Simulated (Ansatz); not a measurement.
Species: C$_{2}$H$_{2}$N, net charge -1, singlet state. It need not be the lowest isomer of its formula. Whether it binds its extra electron was not tested at this geometry. 
Geometry from a B3LYP-D3(BJ)/def2-TZVP (Ansatz, a first-principles code) optimisation:
```xyz
5

C     -1.1588    -0.0185    -0.0623
N      0.2321    -0.0118    -0.0049
C      1.4060    -0.0714    -0.0293
H     -1.5751    -0.3590     0.8909
H     -1.5320     0.9808    -0.3072
```
Charge -1, spin multiplicity 1.

Basis-set convergence of Hartree-Fock and MP2 correlation energies (hartree) with Ansatz. Cores are frozen in the correlated levels unless marked. No spin-orbit coupling. Non-relativistic.

```
basis        functions       E(HF)  E(corr, MP2)
-----------  ---------  ----------  ------------
aug-cc-pVDZ         87  -131.27148      -0.45148
aug-cc-pVTZ        184           …             …
```

**Question.** What belongs in the gaps?

**Answer.** 
- aug-cc-pVTZ, E(HF): -131.30134
- aug-cc-pVTZ, E(corr, MP2): -0.53573
